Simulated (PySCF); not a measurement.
# Stretching KNa

Set-up: PySCF, no relativity, basis sets K def2-SVPD, Na def2-SVPD. Energies in eV from K + Na in their ground configurations at the same level. State: ¹Σ⁺ (singlet), closed shell.

All columns are r²SCAN. A positive dipole means K(−)Na(+).

```
R (Å)  E (eV)  μ (D)  Mulliken charge on K (basis-dependent)  HOMO (eV)  LUMO (eV)  Mayer bond order  ⟨S²⟩
3.071  -0.383  -2.78                                    0.05      -2.86      -1.41              1.01  0.00
3.214  -0.456  -2.85                                    0.06      -2.82      -1.44              1.01  0.00
3.357  -0.504  -2.91                                    0.07      -2.79      -1.46              1.00  0.00
3.464  -0.525  -2.97                                    0.07      -2.76      -1.49              1.00  0.00
3.571  -0.535  -3.02                                    0.07      -2.74      -1.52              1.00  0.00
3.678  -0.535  -3.07                                    0.07      -2.72      -1.55              1.00  0.00
3.821  -0.523  -3.13                                    0.07      -2.70      -1.59              1.00  0.00
3.999  -0.493  -3.20                                    0.07      -2.67      -1.64              1.00  0.00
4.214  -0.442  -3.29                                    0.07      -2.64      -1.71              1.00  0.00
4.500  -0.356  -3.38                                    0.08      -2.62      -1.79              1.00  0.00
```

A fit through these points gives, at Re = 3.629 Å, μ = -3.04 D and dμ/dR = -0.463 D/Å; the reduced mass is 14.46 u.

How strong is the fundamental in the double-harmonic approximation, I = 42.26·(dμ/dR)²/μred km/mol?

I = 42.26·(-0.463)²/14.46 = 0.627 km/mol at r²SCAN.

Closed-shell solutions of metal pairs were not tested for spin polarisation, which can lower them a little.
